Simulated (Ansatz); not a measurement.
Species: trihydroxy(methyl)silane, CH$_{6}$O$_{3}$Si, net charge 0, singlet state. SMILES: C[Si](O)(O)O
Geometry from a B3LYP-D3(BJ)/def2-TZVP (Ansatz, a quantum-chemistry and plane-wave program) optimisation:
```
Si
O 1 1.6421
H 2 0.9609 1 117.48
O 1 1.6431 2 109.41 3 44.58
H 4 0.9603 1 116.71 2 -134.39
O 1 1.6522 2 112.64 3 -70.53
H 6 0.9598 1 118.40 2 -58.83
C 1 1.8510 2 105.67 3 166.34
H 8 1.0912 1 110.81 2 178.03
H 8 1.0913 9 108.25 1 -121.27
H 8 1.0921 9 108.23 10 -116.51
```
Charge 0, spin multiplicity 1.

Wanted: atomisation energy (electronic, to ground-state atoms); the coupled-cluster value holds the core correlation from cc-pwCVTZ, in kcal/mol. Correlated levels leave the core frozen unless marked. UHF or UKS for open shells. No spin-orbit coupling. No relativistic terms. Basis-set limits of correlation are two-point, X^-3; Hartree-Fock from the larger set.

Level to compare with: CCSD(T)/CBS(aug-cc-pV(T+d)Z,aug-cc-pV(Q+d)Z) plus the core term (Ansatz), 1067.3 kcal/mol. It is a level with limits of its own, and the differences hold the functionals' basis error too.

Question: Rank these functionals by how close they come to CCSD(T)/CBS(aug-cc-pV(T+d)Z,aug-cc-pV(Q+d)Z), closest first: B3LYP/def2-TZVPD (Ansatz); wB97M-V/def2-TZVPD (Ansatz); LC-wPBE/def2-TZVPD (Ansatz); r2SCAN0/def2-TZVPD (Ansatz).

Answer: wB97M-V/def2-TZVPD (range-separated hybrid meta-GGA with VV10, 1058.6 kcal/mol, difference -8.7), LC-wPBE/def2-TZVPD (range-separated hybrid, 1049.5 kcal/mol, difference -17.8), B3LYP/def2-TZVPD (global hybrid, 1042.4 kcal/mol, difference -24.9), r2SCAN0/def2-TZVPD (hybrid meta-GGA, 1035.3 kcal/mol, difference -32.0)
